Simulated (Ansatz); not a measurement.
A run of Ansatz (development build ahead of 0.2.0) on singlet C₁₂H₁₀ at this shape:

```
atom    x (Å)    y (Å)   z (Å)
   C   0.0000   0.7050  0.0000
   C  -1.1024   1.5841  0.0000
   C  -2.4770   1.2704  0.0000
   C  -3.0888   0.0000  0.0000
   C  -2.4770  -1.2704  0.0000
   C  -1.1024  -1.5841  0.0000
   C   0.0000  -0.7050  0.0000
   C   1.1024   1.5841  0.0000
   C   2.4770   1.2704  0.0000
   C   3.0888   0.0000  0.0000
   C   2.4770  -1.2704  0.0000
   C   1.1024  -1.5841  0.0000
   H  -0.8609   2.6419  0.0000
   H  -3.1535   2.1187  0.0000
   H  -4.1738   0.0000  0.0000
   H  -3.1535  -2.1187  0.0000
   H  -0.8609  -2.6419  0.0000
   H   0.8609   2.6419  0.0000
   H   3.1535   2.1187  0.0000
   H   4.1738   0.0000  0.0000
   H   3.1535  -2.1187  0.0000
   H   0.8609  -2.6419  0.0000
```

Its results:

```yaml
Converged: yes
Total_energy: -462.76542 hartree
Spin_squared_of_the_determinant: 0.000
Stability_test: minimum among restricted orbitals
```

Which input gives this output? Name the method, the orbitals and the basis set, and write the input.

PBE0 (restricted) in def2-TZVP. An unrestricted run that stays on the closed shell gives the same numbers.

```yaml
crystal:
  periodic: [false, false, false]
  atoms:
    - { symbol: C, position_ang: [0.0, 0.705, 0.0] }
    - { symbol: C, position_ang: [-1.10238, 1.58412, 0.0] }
    - { symbol: C, position_ang: [-2.47703, 1.27037, 0.0] }
    - { symbol: C, position_ang: [-3.08881, 0.0, 0.0] }
    - { symbol: C, position_ang: [-2.47703, -1.27037, 0.0] }
    - { symbol: C, position_ang: [-1.10238, -1.58412, 0.0] }
    - { symbol: C, position_ang: [0.0, -0.705, 0.0] }
    - { symbol: C, position_ang: [1.10238, 1.58412, 0.0] }
    - { symbol: C, position_ang: [2.47703, 1.27037, 0.0] }
    - { symbol: C, position_ang: [3.08881, 0.0, 0.0] }
    - { symbol: C, position_ang: [2.47703, -1.27037, 0.0] }
    - { symbol: C, position_ang: [1.10238, -1.58412, 0.0] }
    - { symbol: H, position_ang: [-0.86095, 2.64192, 0.0] }
    - { symbol: H, position_ang: [-3.15352, 2.11865, 0.0] }
    - { symbol: H, position_ang: [-4.17381, 0.0, 0.0] }
    - { symbol: H, position_ang: [-3.15352, -2.11865, 0.0] }
    - { symbol: H, position_ang: [-0.86095, -2.64192, 0.0] }
    - { symbol: H, position_ang: [0.86095, 2.64192, 0.0] }
    - { symbol: H, position_ang: [3.15352, 2.11865, 0.0] }
    - { symbol: H, position_ang: [4.17381, 0.0, 0.0] }
    - { symbol: H, position_ang: [3.15352, -2.11865, 0.0] }
    - { symbol: H, position_ang: [0.86095, -2.64192, 0.0] }
basis:
  gaussian: { orbitals: def2-TZVP }
hamiltonian:
  xc: pbe0
```
